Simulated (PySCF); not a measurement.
A side-by-side comparison of computed properties.

First species: C₇H₇N₃.
SMILES: `C#CC1=NN(CC=C)N=C1`

Second species: C₄H₁₃NSSi₂.
InChI=1S/C4H13NSSi2/c5-4(3-7)1-2-6-8/h5H,1-3H2,7-8H3/b5-4-

Levels: PBE0/pcSseg-1 for dipole moment, HOMO energy, LUMO energy and HOMO–LUMO gap; GFN2-xTB for rotational constant A and rotational constant C. Geometries: GFN2-xTB. All species are isolated and taken at one optimised geometry, non-relativistic unless stated. Electronic properties by PySCF.

The conformers computed, where there is a choice (atom-mapped SMILES and torsion angles):
- `[CH:1]#[C:2][c:3]1[cH:4][n:5][n:6]([CH2:7][CH:8]=[CH2:9])[n:10]1`: N5–N6–C7–C8 -101°, N6–C7–C8–C9 126°
- `[H]/[N:1]=[C:2](\[CH2:3][SiH3:4])[CH2:5][CH2:6][S:7][SiH3:8]`: N1–C2–C3–Si4 -90°, N1–C2–C5–C6 3°, C2–C5–C6–S7 179°, C5–C6–S7–Si8 167°

Question: Which has the higher HOMO energy?

Answer: The second: -6.65 eV against -7.16 eV, a difference of 0.51 eV.

Question: Which has the higher HOMO–LUMO gap?

Answer: The second: 6.53 eV against 6.43 eV, a difference of 0.10 eV.

Question: Which has the higher rotational constant C?

Answer: The first: 0.646 GHz against 0.361 GHz, a difference of 0.285 GHz.

Question: Which has the higher rotational constant A?

Answer: The first: 3.967 GHz against 3.130 GHz, a difference of 0.837 GHz.

Question: Which has the higher LUMO energy?

Answer: The second: -0.12 eV against -0.73 eV, a difference of 0.61 eV.

Question: Which of the two has the higher dipole moment, and by how much?

Answer: The second: 2.33 D against 0.96 D, a difference of 1.37 D.

On the first: The dipole matches unit charges of opposite sign 0.20 Å apart (1 e·Å = 4.8032 D).

On the second: A dipole of 2.33 D is allowed in C1, and pure rotational transitions are dipole-allowed. In atomic units the dipole is 0.92 e·bohr (1 au = 2.5417 D).
